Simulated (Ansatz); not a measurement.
One change: `FC(F)(F)[SeH]` becomes `F[Si](F)(F)[SeH]`.

Ansatz, PBE0-D4/def2-TZVP geometries, multiplicity 1. Each molecule was computed in one conformer, which needn't be the lowest.

Scalar relativity is left out up to krypton.

```tsv
property	`FC(F)(F)[SeH]`
size of the dipole moment (ωB97M-V/def2-TZVPP) / D	1.41
HOMO–LUMO gap (ωB97M-V/def2-TZVPP) / eV	11.12
size of the dipole moment (PBE/def2-TZVPP) / D	1.17
HOMO energy (PBE/def2-TZVPP) / eV	-6.38
LUMO energy (ωB97M-V/def2-TZVPP) / eV	1.21
HOMO energy (PBE0/def2-TZVPP) / eV	-7.66
```

Task: Give the same properties after the change, and the shifts. (Estimate.)

Result: Ansatz gave: 
```json
{"property": "size of the dipole moment (ωB97M-V/def2-TZVPP) / D", "`F[Si](F)(F)[SeH]`": "1.52", "shift": "0.11"}
{"property": "HOMO–LUMO gap (ωB97M-V/def2-TZVPP) / eV", "`F[Si](F)(F)[SeH]`": "11.65", "shift": "0.53"}
{"property": "size of the dipole moment (PBE/def2-TZVPP) / D", "`F[Si](F)(F)[SeH]`": "1.49", "shift": "0.32"}
{"property": "HOMO energy (PBE/def2-TZVPP) / eV", "`F[Si](F)(F)[SeH]`": "-6.77", "shift": "-0.39"}
{"property": "LUMO energy (ωB97M-V/def2-TZVPP) / eV", "`F[Si](F)(F)[SeH]`": "1.46", "shift": "0.25"}
{"property": "HOMO energy (PBE0/def2-TZVPP) / eV", "`F[Si](F)(F)[SeH]`": "-8.01", "shift": "-0.35"}
```

With PBE0 the HOMO falls by 0.35 eV and the LUMO rises by 0.35 eV, so the gap widens by about 0.70 eV. PBE moves the HOMO by -0.39 eV and ωB97M-V by -0.27 eV. Dipoles are sizes alone; their direction can turn.

Spin–orbit coupling is left out; it splits and shifts lone-pair levels of the heavy atoms by tenths of an eV.
